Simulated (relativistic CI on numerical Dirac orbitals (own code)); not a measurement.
Radial parameters of Nd XLIII

Method of calculation: Dirac-Coulomb-Breit CI, KLI orbitals optimised for each configuration, a model potential for QED, unscaled Slater integrals (own radial code, finite nucleus).

Slater integrals F^k, G^k are unscaled and averaged over j, outside the closed core [Ne]; ζ comes from projecting the Hamiltonian with its Breit term on Σ l·s of the shell.

- 3s²3p⁵3d: ζ(3p) = 680070, F^2(3p,3d) = 414310, G^1(3p,3d) = 435130, G^3(3p,3d) = 292710, ζ(3d) = 92528 cm⁻¹; <r>(3p) = 0.2394, <r^2>(3p) = 0.06624, <r>(3d) = 0.2121, <r^2>(3d) = 0.05201 (bohr units).
- 3s3p⁶3d: G^2(3s,3d) = 328010, ζ(3d) = 92998 cm⁻¹; <r>(3s) = 0.2457, <r^2>(3s) = 0.06885, <r>(3d) = 0.2123, <r^2>(3d) = 0.0521 (bohr units).
- 3s²3p⁵4s: ζ(3p) = 688220, G^1(3p,4s) = 54421 cm⁻¹; <r>(3p) = 0.2381, <r^2>(3p) = 0.06553, <r>(4s) = 0.4649, <r^2>(4s) = 0.2432 (bohr units).

Averages of the first 10 configurations, taken without configuration mixing, which lowers the lowest level and can move excited configurations by several eV; other configurations of the list can lie among them:

| Configuration | Parity | States | Average energy above the lowest level (eV) |
| --- | --- | --- | --- |
| 3s²3p⁶ | even | 1 | 0.4 |
| 3s²3p⁵3d | odd | 60 | 254.7 |
| 3s3p⁶3d | even | 20 | 497.8 |
| 3s²3p⁵4s | odd | 12 | 1522.6 |
| 3s²3p⁵4p | even | 36 | 1613.7 |
| 3s²3p⁵4d | odd | 60 | 1718.9 |
| 3p⁶3d4p | odd | 60 | 2354.3 |
| 3s3p⁶4s | even | 4 | 1767.1 |
| 3p⁶3d² | even | 45 | 1004.5 |
| 3p⁵3d³ | odd | 720 | 1257.1 |
